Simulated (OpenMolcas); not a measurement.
## Ta+: CASPT2 settings compared

```json
{
 "Program": "OpenMolcas 26.06",
 "Basis": "ANO-RCC-VQZP [9s8p6d4f3g2h]",
 "Scalar Hamiltonian": "DKH4, point nucleus",
 "Active space": "4 electrons in 6 orbitals (5d 6s)",
 "State averaging": "2S+1 = 5 even, 15 roots; 2S+1 = 3 even, 63 roots kept (CI in the orbitals of an earlier block); 2S+1 = 1 even, 49 roots kept (CI in the orbitals of an earlier block)",
 "Spin-orbit coupling": "state interaction with AMFI integrals over the reference wave functions, term energies averaged over their components"
}
```

Methods on the same reference wave functions:
A. CASSCF
B. SS-CASPT2, IPEA 0.75 Eh, real shift 0.05 Eh (closed shells correlated: none)
C. SS-CASPT2, IPEA 0.75 Eh, imaginary shift 0.25 Eh (closed shells correlated: 5s 5p)
D. XMS-CASPT2, IPEA 0 Eh, sigma1 regulariser 0.15 Eh (closed shells correlated: 5s 5p)

Energies in cm-1 above 5d3 6s 5F1, the measured ground level; measured values from NIST Handbook of Basic Atomic Spectroscopic Data.

| Level | A | B | C | D | Measured |
| --- | --- | --- | --- | --- | --- |
| 5d3 6s 5F1 | 0.0 | 0.0 | 0.0 | 0.0 | 0.0 |
| 5d3 6s 5F2 [69 %] | 1073 | 1073 | 1067 | 1187 | 1031 |
| 5d3 6s 5F3 | 2636 | 2680 | 2670 | 2670 | 2642 |
| 5d3 6s 5F4 | 4508 | 4550 | 4530 | 4550 | 4416 |
| 5d3 6s 5F5 | 6483 | 6440 | 6450 | 6430 | 6187 |
| 5d3 6s 3P0(1) | 6679 | 4730 | 4560 | 3870 |  |
| 5d3 6s 3P1(1) | 7528 | 5700 | 5530 | 4650 |  |
| 5d2 6s2 3F2 [54 %] | 10517 | 6780 | 5380 | 745 |  |
| 5d2 6s2 3F3 | 12733 | 8960 | 8070 | 4180 | 6831 |
| 5d3 6s 5P1 | 12809 | 11880 | 11780 | 11270 |  |
| 5d2 6s2 3F4 [60 %] | 14444 | 10920 | 10160 | 7180 | 9746 |
| 5d3 6s 5P3 | 14591 | 13800 | 13720 | 13090 |  |
| 5d4 5D0 [65 %] | 15075 | 13670 | 13530 | 13960 |  |
| 5d4 5D3 | 17433 | 16180 | 16090 | 16920 |  |
| 5d3 6s 3G5 [55 %] | 17497 | 15170 | 15440 | 14580 |  |
| 5d3 6s 3P0(2) [69 %] | 21553 | 18340 | 18680 | 16960 |  |
| 5d3 6s 3H5 [68 %] | 21693 | 19290 | 19460 | 18800 |  |
| 5d3 6s 3H6 | 21718 | 19250 | 19340 | 18620 |  |
| 5d3 6s 3D3 | 22731 | 19550 | 20150 | 19050 |  |

Deviations, from unrounded energies. A percentage is the sum of absolute deviations over the sum of measured energies, with the sign that they share, or ± where signs differ.

```json
{"Against measurement": "mean absolute deviation (cm-1)", "Levels": "6", "A": "1800", "B": "630", "C": "350", "D": "960"}
{"Against measurement": "fine structure of the ground term (%)", "Levels": "4", "A": "±3.1", "B": "+3.3", "C": "+3.0", "D": "+3.9"}
{"Against measurement": "other configurations (%)", "Levels": "2", "A": "+63.9", "B": "+19.9", "C": "+9.9", "D": "-31.5"}
```

C lies closest to measurement on these levels and A furthest from it. The largest miss of C in the table is 5d2 6s2 3F3, by +1200 cm-1. The ranking rests on the paired levels alone, and a cruder setting can come out closer through cancelling errors.

Among B to D the level of the table that moves most is 5d2 6s2 3F2 [54 %], by 6000 cm-1 (lowest in D, highest in B). Moves below CASPT2's spread within the term are not significant.

From A to B the spin-free energies of the other terms of 5d3 6s shown, above 5F, scale by factors of 0.64 to 0.91.

The lowest spin-free term lies below A's lowest term by 0.026 hartree in B, 0.285 hartree in C, 0.319 hartree in D.

CASPT2 does not keep the components of a term degenerate, so their means are used; among the terms shown or strongly mixed into the levels shown the widest spread is 420 cm-1 (5d3 6s 3H, C). Over all roots computed the reference weight is 0.85 to 0.93 in D; the roots of lowest weight are the least certain, and an intruder state may touch them. Terms from blocks run as CI alone lack orbitals of their own. Configurations are named by rounded mean occupations; where the s occupation lies near a half they are strongly mixed, a name can repeat and a true partner stay unpaired. A single d shell beside an s shell can misplace configurations of different d count against each other. Without dynamic correlation excited terms often stand tens of per cent too high (terms of higher spin than the ground term too low), and those without a measured partner can miss by more than the paired ones (holds for A). The CASPT2 spread within a term exceeds the gap to the next term for 5d3 6s 3H and 5d3 6s 3D, so the order of their levels is uncertain (holds for C). Computed and measured levels are paired by configuration, term and J; levels that our copy of the source lacks, or whose pairing is in doubt (as where it misses far off the trend of its configuration), stay unpaired and out of the deviations. Levels of configurations outside the active space are missing. Levels that lie high or do not pair safely by name in every column are left out.

A share in square brackets marks a mixed level and gives the weight of the term that names it, the lowest over the columns. A number in round brackets counts repeated terms of one configuration in the order of the reference energies.
